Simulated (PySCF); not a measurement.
# The first ionisation energy along the 5d series

All values are computed (PySCF 2.14, energy differences of UHF-based or UKS calculations, no spin-orbit coupling). Values in eV. The last column holds reference values (NIST; (s) semi-empirical, (t) theoretical, else measured). Unmarked ones compare directly (S terms, centres of terms, or small fine structure); those marked * lie between the lowest fine-structure levels and include a spin-orbit shift.

| element | configurations | UHF | MP2 (valence) | SCS-MP2 (valence) | CCSD (valence) | LDA | PBE | reference |
| --- | --- | --- | --- | --- | --- | --- | --- | --- |
| Hf (ANO-RCC-VTZP, spin-free X2C) | [Xe] 4f14 5d2 6s2 → [Xe] 4f14 5d1 6s2 | n/a | n/a | n/a | n/a | n/a | n/a | 6.712 |
| Ta (ANO-RCC-VTZP, spin-free X2C) | [Xe] 4f14 5d3 6s2 → [Xe] 4f14 5d3 6s1 | 5.758 | 6.782 | 6.988 | 7.062 | 7.774 | 7.390 | 7.573 |
| W (ANO-RCC-VTZP, spin-free X2C) | [Xe] 4f14 5d4 6s2 → [Xe] 4f14 5d4 6s1 | 5.916 | 7.058 | 7.284 | 7.286 | 8.085 | 7.667 | 7.825 |
| Re (ANO-RCC-VTZP, spin-free X2C) | [Xe] 4f14 5d5 6s2 → [Xe] 4f14 5d5 6s1 | 5.949 | 7.198 | 7.449 | 7.329 | 8.207 | 7.712 | 7.834 |
| Ir (ANO-RCC-VTZP, spin-free X2C) | [Xe] 4f14 5d7 6s2 → [Xe] 4f14 5d7 6s1 | 7.035 | 8.613 | 8.759 | 8.567 | 9.439 | 9.014 | 8.926 |
| Pt (ANO-RCC-VTZP, spin-free X2C) | [Xe] 4f14 5d9 6s1 → [Xe] 4f14 5d9 | 7.586 | 8.962 | 8.749 | 8.731 | 9.807 | 9.423 | 8.959 * |
| Au (ANO-RCC-VTZP, spin-free X2C) | [Xe] 4f14 5d10 6s1 → [Xe] 4f14 5d10 | 7.680 | 9.145 | 8.951 | 8.911 | 9.942 | 9.594 | 9.226 |
| Hg (ANO-RCC-VTZP, spin-free X2C) | [Xe] 4f14 5d10 6s2 → [Xe] 4f14 5d10 6s1 | 8.499 | 10.349 | 10.276 | 10.084 | 10.883 | 10.482 | 10.438 |

Task: Fill in the row of Os (ANO-RCC-VTZP, spin-free X2C) ([Xe] 4f14 5d6 6s2 → [Xe] 4f14 5d6 6s1).

Result: UHF 6.548; MP2 (valence) 7.917; SCS-MP2 (valence) 8.110; CCSD (valence) 7.968; LDA 8.923; PBE 8.464; reference 8.473 (eV).

"Valence" correlates the outer s and p shells and, in groups 3 to 12 and the f block, the outer d or f shell, open or full, or the next shell where the ion has no valence electron left; the wider scheme adds the next inner shell.
